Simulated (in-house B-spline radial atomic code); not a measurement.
Checks on a self-consistent run for the thallium ion Tl⁺, [Ar] 3d10 4s1 4p6 4d10 4f14 5s2 5p6 5d10 6s2 6p1. Level of theory: Dirac-Hartree-Fock, average of configuration, Fermi nucleus of rms radius 5.4759 fm; calculated with an all-electron radial atomic-structure program (B-spline basis).

```
orbital        q       ε (Eh)     <1/r>        <r²>  small-component weight
  1s1/2        2  -3165.79421   99.3531  0.00036893                0.095159
  2s1/2        2   -570.24270   24.5322  0.00554471                0.021924
  2p1/2        2   -546.41771   24.4466  0.00392091                0.021974
  2p3/2        4   -470.36168   19.6796  0.00510052                 0.01941
  3s1/2        2   -139.59061   9.00512   0.0359176               0.0073657
  3p1/2        2   -128.95151   8.91333   0.0327005               0.0073111
  3p3/2        4   -111.81471   7.67456   0.0389914               0.0065794
  3d3/2        4    -94.40688   7.55442    0.029893               0.0064354
  3d5/2        6    -90.77870   7.27565   0.0316055               0.0062364
  4s1/2        1    -33.47557   3.80733    0.173546                0.002505
  4p1/2        2    -28.56920   3.70614    0.175025               0.0024211
  4p3/2        4    -24.32043    3.2933    0.204927                0.002159
  4d3/2        4    -16.86521   3.09921    0.213008               0.0019629
  4d5/2        6    -16.05678   3.00229    0.223463               0.0018903
  4f5/2        6     -6.23571   2.66542    0.245528                0.001533
  4f7/2        8     -6.05411   2.62887    0.251822               0.0015037
  5s1/2        2     -6.28765   1.57503    0.859899              0.00066457
  5p1/2        2     -4.64179   1.44636    0.988754              0.00057037
  5p3/2        4     -3.83268   1.29857     1.17638              0.00048955
  5d3/2        4     -1.42493   1.03342     1.85677              0.00032296
  5d5/2        6     -1.32541  0.993228     1.99583              0.00030073
  6s1/2        2     -0.80753  0.548079     6.20037              9.7232e-05
  6p1/2  0.33333     -0.53142  0.440823     9.29708              6.0624e-05
  6p3/2  0.66667     -0.46938  0.394239     11.3161              4.8546e-05
```

Electron-electron repulsion V_ee = 7399.6223 hartree.

Task: What total energy follows from the eigenvalues?

Result: The eigenvalues count the repulsion twice, so E = Σqε - V_ee = -12843.490 - 7399.622 = -20243.112 hartree; the run printed -20243.112.

Task: Does the Dirac virial theorem hold?

Result: For a point nucleus E = -2c²Σq·w, with w the small-component weight. Here Σq·w = 0.53876 and c = 137.0360, so the ratio E/(-2c²Σq·w) is 1.000416; the finite nucleus accounts for the departure from 1.

Task: What diamagnetic shielding (Lamb formula) and susceptibility (Langevin formula) do the radii give?

Result: σ = (α²/3)Σq<1/r> = 630.452/(3·137.036²) = 11191 ppm, and χ = -0.79199×10⁻⁶·Σq<r²> = -46.34×10⁻⁶ cm³/mol with Σq<r²> = 58.515 bohr². Both are non-relativistic formulas without the paramagnetism of open shells; for so heavy an element the full relativistic shielding is larger by tens of per cent.
